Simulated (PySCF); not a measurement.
TaO₂Cl + NH₃ → TaN(OH)₂ + HCl

Level: PBE0 in the def2-TZVP basis family, computed in PySCF with density fitting; scalar-relativistic core potentials for atoms from Rb on, none lighter, no spin–orbit coupling; open shells unrestricted.

```csv
species,state and structure,E (Eh),ZPE (kJ/mol),H(298 K) − H(0) (kJ/mol),S° (J/(mol K))
TaO₂Cl,"singlet, Cs, Ta–Cl 2.314 Å, Ta–O 1.725 Å (×2); Cl–Ta–O 110.4° (×2), O–Ta–O 106.5°",-667.56261,18.2,15.2,320.1
NH₃,"singlet, C3v, N–H 1.013 Å (×3); H–N–H 107.1° (×3)",-56.51312,90.6,10.0,192.4
TaN(OH)₂,"singlet, Cs, O–H 0.959 Å (×2), Ta–N 1.698 Å, Ta–O 1.923 Å (×2); H–O–Ta 121.1° (×2), N–Ta–O 105.7° (×2), O–Ta–O 110.9°",-263.33129,80.2,16.4,318.4
HCl,"singlet, C∞v, H–Cl 1.279 Å",-460.66440,17.9,8.7,186.6
```

Q: What is the electronic reaction energy?

A: At PBE0/def2-TZVP, ΔE = 210.1 kJ/mol from the differences of the total energies times 2625.5, uphill. 

Q: Add zero-point, thermal and entropy terms for 298.15 K and 1 bar.

A: ΔZPE = -10.7 and Δ[H(298) − H(0)] = -0.1 kJ/mol give ΔH° = 199.3 kJ/mol. ΔS° = -7.5 J/(mol K), so ΔG° = 199.3 − 298.15 × (-0.0075) = 202 kJ/mol.

Spin–orbit coupling can matter for TaO₂Cl, TaN(OH)₂ and is left out. The structures come from searches over a few start shapes, so lower isomers are not excluded.
